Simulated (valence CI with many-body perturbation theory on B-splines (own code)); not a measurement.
Tl LXIX: electric-dipole lines

Computed by configuration interaction combined with many-body perturbation theory (CI+MBPT): three valence electrons over a frozen Dirac-Fock core [Ne], radial functions for each j: 11 s, 11 p, 9 d, 7 f, 5 g, 2 h, 1 i, with the one-electron correlation potential Σ1, the two-electron term Σ2, the three-electron term Σ3, Breit, model QED; selected CI, second order for the rest (own B-spline code, finite nucleus).

The last digits are not significant, and no measured levels were compared; by estimate large intervals hold to a few tenths of a per cent, small ones and those within an open d or f shell to about a per cent.

Lines 1 to 50 of 254 in falling wavelength, among levels below 1996.9 eV, chosen from the strongest by gf and those to the six lowest levels. Wavelengths and rates use the calculated energies. Electric multipoles are in the length gauge, E1 and E2 with the static RPA response of the core. Weak lines are less certain than strong ones. Lines between different terms over intervals too small for the method are left out, as are lines whose strength nearly cancels. The highest levels of a list are the least certain.

Levels are named by their leading jj configuration (3d3/2^4 stands for four electrons in 3d with j = 3/2), which in mixed levels can hold well under half, so a name can repeat and another be missing. Letters in brackets count levels of one name in rising energy.

| λ vac (nm) | Upper | Lower | A (s⁻¹) | S (a.u.) with core polarisation | S without |
| --- | --- | --- | --- | --- | --- |
| 8.113 | (3s 3p1/2 3d3/2) J=5/2 | (3s^2 3d3/2) J=3/2 | 1.07e+10 | 1.69e-02 | 1.72e-02 |
| 7.760 | (3s 3p1/2 3p3/2) J=3/2 [a] | (3s^2 3p3/2) J=3/2 | 2.60e+09 | 2.40e-03 | 2.44e-03 |
| 7.556 | (3p1/2 3d3/2^2) J=5/2 | (3s 3d3/2^2) J=3/2 | 1.18e+10 | 1.51e-02 | 1.53e-02 |
| 7.431 | (3p1/2 3p3/2 3d5/2) J=7/2 [b] | (3s 3p3/2 3d5/2) J=5/2 [b] | 1.36e+10 | 2.20e-02 | 2.23e-02 |
| 7.332 | (3p1/2 3p3/2 3d5/2) J=9/2 | (3s 3p3/2 3d5/2) J=7/2 [b] | 1.25e+10 | 2.43e-02 | 2.47e-02 |
| 6.867 | (3s 3p1/2 3p3/2) J=5/2 | (3s^2 3p3/2) J=3/2 | 1.87e+10 | 1.79e-02 | 1.82e-02 |
| 6.858 | (3s 3p1/2 3d5/2) J=7/2 | (3s^2 3d5/2) J=5/2 | 3.00e+10 | 3.82e-02 | 3.88e-02 |
| 6.600 | (3s 3p1/2 3d3/2) J=3/2 [a] | (3s 3p1/2 3p3/2) J=3/2 [b] | 1.69e+09 | 9.58e-04 | 9.74e-04 |
| 6.473 | (3p1/2 3p3/2 3d5/2) J=9/2 | (3s 3p3/2 3d5/2) J=7/2 [a] | 1.55e+10 | 2.08e-02 | 2.11e-02 |
| 6.457 | (3s 3p1/2 3d5/2) J=5/2 [b] | (3s^2 3d5/2) J=5/2 | 2.30e+10 | 1.83e-02 | 1.86e-02 |
| 6.368 | (3s 3p1/2^2) J=1/2 | (3s^2 3p1/2) J=1/2 | 5.02e+10 | 1.28e-02 | 1.30e-02 |
| 6.347 | (3p1/2 3p3/2 3d3/2) J=7/2 | (3s 3p3/2 3d3/2) J=7/2 | 2.32e+10 | 2.34e-02 | 2.38e-02 |
| 6.316 | (3p1/2 3p3/2 3d5/2) J=5/2 [a] | (3s 3p3/2 3d5/2) J=3/2 [a] | 3.44e+10 | 2.57e-02 | 2.60e-02 |
| 6.303 | (3s 3p1/2 3d5/2) J=3/2 | (3s^2 3d5/2) J=5/2 | 3.28e+10 | 1.62e-02 | 1.65e-02 |
| 6.302 | (3p1/2 3p3/2 3d3/2) J=7/2 | (3s 3p3/2 3d3/2) J=5/2 [a] | 1.35e+10 | 1.34e-02 | 1.35e-02 |
| 6.176 | (3p1/2 3p3/2 3d5/2) J=3/2 [b] | (3s 3p3/2 3d5/2) J=1/2 | 3.71e+10 | 1.73e-02 | 1.75e-02 |
| 6.168 | (3p1/2^2 3d5/2) J=5/2 | (3s 3p1/2 3d5/2) J=3/2 | 4.57e+10 | 3.18e-02 | 3.22e-02 |
| 6.122 | (3s 3p1/2 3d3/2) J=3/2 [b] | (3s 3p1/2 3p3/2) J=3/2 [b] | 4.15e+10 | 1.88e-02 | 1.90e-02 |
| 6.115 | (3s 3p1/2 3p3/2) J=3/2 [b] | (3s^2 3p3/2) J=3/2 | 3.29e+10 | 1.48e-02 | 1.51e-02 |
| 6.033 | (3p1/2 3p3/2 3d5/2) J=3/2 [a] | (3s 3p3/2 3d5/2) J=5/2 [a] | 5.16e+10 | 2.24e-02 | 2.27e-02 |
| 6.027 | (3p1/2^2 3d5/2) J=5/2 | (3s 3p1/2 3d5/2) J=5/2 [b] | 4.58e+10 | 2.97e-02 | 3.01e-02 |
| 5.909 | (3p1/2 3p3/2 3d5/2) J=5/2 [a] | (3s 3p3/2 3d5/2) J=5/2 [a] | 3.48e+10 | 2.13e-02 | 2.16e-02 |
| 5.902 | (3s 3p1/2 3d3/2) J=3/2 [a] | (3s 3p1/2 3p3/2) J=5/2 | 2.77e+10 | 1.12e-02 | 1.14e-02 |
| 5.859 | (3p1/2 3p3/2^2) J=5/2 | (3s 3p3/2^2) J=5/2 | 3.41e+10 | 2.03e-02 | 2.06e-02 |
| 5.802 | (3p1/2 3p3/2 3d5/2) J=7/2 [b] | (3s 3p3/2 3d5/2) J=7/2 [a] | 3.06e+10 | 2.36e-02 | 2.39e-02 |
| 5.797 | (3s 3p1/2 3d3/2) J=5/2 | (3s 3p1/2 3p3/2) J=3/2 [b] | 1.11e+10 | 6.38e-03 | 6.47e-03 |
| 5.767 | (3s 3p1/2 3p3/2) J=1/2 | (3s^2 3p3/2) J=3/2 | 4.06e+10 | 7.68e-03 | 7.79e-03 |
| 5.739 | (3p1/2^2 3d3/2) J=3/2 | (3s 3p1/2 3d3/2) J=5/2 | 9.33e+10 | 3.48e-02 | 3.53e-02 |
| 5.730 | (3p1/2 3p3/2 3d5/2) J=5/2 [b] | (3s 3p3/2 3d5/2) J=7/2 [a] | 4.48e+10 | 2.50e-02 | 2.53e-02 |
| 5.715 | (3p1/2^2 3d5/2) J=5/2 | (3s 3p1/2 3d5/2) J=7/2 | 8.55e+10 | 4.72e-02 | 4.79e-02 |
| 5.696 | (3p1/2 3p3/2 3d5/2) J=7/2 [a] | (3s 3p3/2 3d5/2) J=9/2 | 6.55e+10 | 4.78e-02 | 4.85e-02 |
| 5.679 | (3p1/2 3p3/2 3d3/2) J=5/2 [a] | (3p1/2 3p3/2^2) J=5/2 | 3.56e+10 | 1.93e-02 | 1.96e-02 |
| 5.678 | (3p1/2 3p3/2^2) J=3/2 | (3s 3p3/2^2) J=5/2 | 6.76e+10 | 2.44e-02 | 2.48e-02 |
| 5.585 | (3p1/2 3p3/2 3d3/2) J=5/2 [b] | (3s 3p3/2 3d3/2) J=7/2 | 7.37e+10 | 3.80e-02 | 3.85e-02 |
| 5.582 | (3p1/2 3p3/2 3d3/2) J=3/2 [b] | (3s 3p3/2 3d3/2) J=5/2 [a] | 3.45e+10 | 1.18e-02 | 1.20e-02 |
| 5.516 | (3s 3p1/2 3d3/2) J=3/2 [b] | (3s 3p1/2 3p3/2) J=5/2 | 6.27e+10 | 2.08e-02 | 2.11e-02 |
| 5.494 | (3p1/2 3p3/2 3d5/2) J=9/2 | (3s 3p3/2 3d5/2) J=9/2 | 4.66e+10 | 3.81e-02 | 3.86e-02 |
| 5.453 | (3p1/2^2 3d3/2) J=3/2 | (3s 3p1/2 3d3/2) J=3/2 [b] | 6.19e+10 | 1.98e-02 | 2.01e-02 |
| 5.371 | (3s 3p1/2 3d3/2) J=3/2 [a] | (3s 3p1/2 3p3/2) J=3/2 [a] | 2.27e+10 | 6.95e-03 | 7.04e-03 |
| 5.252 | (3s 3p1/2 3d3/2) J=5/2 | (3s 3p1/2 3p3/2) J=5/2 | 1.31e+10 | 5.61e-03 | 5.68e-03 |
| 5.243 | (3p1/2 3d3/2^2) J=5/2 | (3p1/2 3p3/2 3d3/2) J=5/2 [a] | 2.37e+10 | 1.01e-02 | 1.03e-02 |
| 5.078 | (3s 3p1/2 3d3/2) J=1/2 | (3s 3p1/2 3p3/2) J=3/2 [b] | 1.11e+09 | 1.44e-04 | 1.46e-04 |
| 5.050 | (3s 3p1/2 3d3/2) J=3/2 [b] | (3s 3p1/2 3p3/2) J=3/2 [a] | 3.68e+09 | 9.35e-04 | 9.49e-04 |
| 4.889 | (3s 3p1/2 3d3/2) J=3/2 [c] | (3s 3p1/2 3p3/2) J=3/2 [b] | 4.00e+09 | 9.22e-04 | 9.33e-04 |
| 4.827 | (3s 3p1/2 3d3/2) J=5/2 | (3s 3p1/2 3p3/2) J=3/2 [a] | 4.66e+07 | 1.55e-05 | 1.56e-05 |
| 4.700 | (3s^2 3d3/2) J=3/2 | (3s^2 3p3/2) J=3/2 | 1.48e+08 | 3.03e-05 | 3.01e-05 |
| 4.495 | (3s 3p1/2 3d3/2) J=3/2 [c] | (3s 3p1/2 3p3/2) J=5/2 | 5.68e+09 | 1.02e-03 | 1.04e-03 |
| 4.318 | (3s 3p1/2 3d3/2) J=1/2 | (3s 3p1/2 3p3/2) J=3/2 [a] | 6.97e+09 | 5.54e-04 | 5.61e-04 |
| 4.180 | (3s 3p1/2 3d3/2) J=3/2 [c] | (3s 3p1/2 3p3/2) J=3/2 [a] | 2.42e+09 | 3.48e-04 | 3.51e-04 |
| 3.708 | (3s 3p3/2 3d5/2) J=3/2 [a] | (3s 3p3/2^2) J=3/2 | 1.20e+11 | 1.21e-02 | 1.22e-02 |
